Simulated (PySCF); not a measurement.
Si(H)(F)(Cl)(Et) (C₂H₆ClFSi), SMILES CC[SiH](F)Cl. Geometry optimised at PBE-D3(BJ)/def2-SVP. The structure was generated by enumeration, and PubChem lists no compound with its InChIKey, so it may never have been made. The values are those of a single conformer.

Computed equilibrium geometry at PBE-D3(BJ)/def2-SVP (PySCF confirms it by a frequency run) as a Z-matrix (one conformer of several):
```
C
H 1 1.1126
H 1 1.1132 2 105.83
C 1 1.5351 2 111.22 3 -120.93
H 4 1.1085 1 111.49 2 58.20
H 4 1.1086 5 107.83 1 122.17
H 4 1.1086 5 107.72 6 115.59
Si 1 1.8697 2 107.00 3 113.61
F 8 1.6384 1 109.29 2 -176.57
H 8 1.4960 9 107.60 1 -124.64
Cl 8 2.0774 10 108.50 9 115.75
```
Charge 0, spin multiplicity 1.
